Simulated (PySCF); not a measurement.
Species: C7H13NSi.
Atom-mapped SMILES: `[CH2:1]=[C:2]1[CH2:3][CH2:4]/[C:5]1=[CH:6]/[CH2:7][SiH2:8][NH2:9]` (hydrogens: H10, H11 on C1; H12, H13 on C3; H14, H15 on C4; H16 on C6; H17, H18 on C7; H19, H20 on Si8; H21, H22 on N9)

The same species was optimised twice, with GFN2-xTB and with PBE0-D3(BJ)/def2-SVP (PySCF), and the same property calculations (PySCF, gas phase) were run on both structures.

| coordinate | GFN2-xTB | PBE0-D3(BJ)/def2-SVP | change |
| --- | --- | --- | --- |
| C7–Si8 (Å) | 1.912 | 1.891 | -0.021 |
| C2–C5 (Å) | 1.461 | 1.477 | +0.016 |
| Si8–N9 (Å) | 1.717 | 1.732 | +0.015 |
| C1=C2 (Å) | 1.326 | 1.339 | +0.013 |
| C5=C6 (Å) | 1.331 | 1.343 | +0.012 |
| C3–C4 (Å) | 1.543 | 1.553 | +0.010 |
| C6–C7 (Å) | 1.482 | 1.490 | +0.008 |
| C2–C3 (Å) | 1.512 | 1.520 | +0.008 |
| C4–C5 (Å) | 1.513 | 1.520 | +0.007 |
| C7–Si8–N9 (°) | 105.2 | 107.1 | +1.9 |
| C1–C2–C3 (°) | 132.0 | 132.9 | +0.9 |
| C2–C5–C6 (°) | 136.6 | 135.6 | -1.0 |
| C4–C5–C6 (°) | 131.8 | 132.5 | +0.7 |
| C6–C7–Si8 (°) | 110.5 | 111.2 | +0.7 |
| C1–C2–C5 (°) | 136.5 | 135.9 | -0.6 |
| C3–C2–C5 (°) | 91.5 | 91.0 | -0.5 |
| C2–C5–C4 (°) | 91.6 | 91.4 | -0.2 |
| C5–C6–C7–Si8 (°) | 94 | 93 | -1 |
| C6–C7–Si8–N9 (°) | -68 | -66 | +2 |

Rotational constants: A = 2423, B = 834.9, C = 732.2 MHz (GFN2-xTB) against A = 2444, B = 822.2, C = 713.3 MHz (PBE0-D3(BJ)/def2-SVP). Point groups within 0.08 Å: C1 and C1.

On the GFN2-xTB structure: HOMO (eV) -6.17 [PBE0/pcSseg-1]; LUMO (eV) -0.95 [PBE0/pcSseg-1]; dipole (D) 1.08 [PBE0/pcSseg-1]; GIAO shielding of C1 (ppm) 72.0 [PBE0/pcSseg-1]; GIAO shielding of C2 (ppm) 31.5 [PBE0/pcSseg-1]; GIAO shielding of C3 (ppm) 158.7 [PBE0/pcSseg-1]; GIAO shielding of C4 (ppm) 158.9 [PBE0/pcSseg-1]; GIAO shielding of C5 (ppm) 44.6 [PBE0/pcSseg-1]; GIAO shielding of C6 (ppm) 54.0 [PBE0/pcSseg-1]; GIAO shielding of C7 (ppm) 166.0 [PBE0/pcSseg-1]; GIAO shielding of Si8 (ppm) 383.5 [PBE0/pcSseg-1].

**Question.** What do these properties become on the PBE0-D3(BJ)/def2-SVP structure?

**Answer.** 
```tsv
property	level	on GFN2-xTB	on PBE0-D3(BJ)/def2-SVP	change
HOMO (eV)	PBE0/pcSseg-1	-6.17	-6.16	+0.01
LUMO (eV)	PBE0/pcSseg-1	-0.95	-0.92	+0.03
dipole (D)	PBE0/pcSseg-1	1.08	1.02	-0.06
energy, GFN2-xTB geometry as zero (kcal/mol)	PBE0/pcSseg-1	0.0	-1.6	-1.6
GIAO shielding of C1 (ppm)	PBE0/pcSseg-1	72.0	68.7	-3.3
GIAO shielding of C2 (ppm)	PBE0/pcSseg-1	31.5	28.5	-3.0
GIAO shielding of C3 (ppm)	PBE0/pcSseg-1	158.7	155.0	-3.7
GIAO shielding of C4 (ppm)	PBE0/pcSseg-1	158.9	155.4	-3.5
GIAO shielding of C5 (ppm)	PBE0/pcSseg-1	44.6	39.3	-5.3
GIAO shielding of C6 (ppm)	PBE0/pcSseg-1	54.0	54.6	+0.6
GIAO shielding of C7 (ppm)	PBE0/pcSseg-1	166.0	164.3	-1.7
GIAO shielding of Si8 (ppm)	PBE0/pcSseg-1	383.5	384.5	+1.0
```

The heavy atoms differ by 0.092 Å rms after alignment. Among bonds between heavy atoms C7–Si8 changes most (-0.021 Å). Changes are differences of the printed values. Neither structure is proved a minimum here.

Conformer computed: `[CH2:1]=[C:2]1[CH2:3][CH2:4]/[C:5]1=[CH:6]/[CH2:7][SiH2:8][NH2:9]`: C5–C6–C7–Si8 93°, C6–C7–Si8–N9 -66°, H–N9–Si8–C7 48°, H–N9–Si8–C7 -172°.
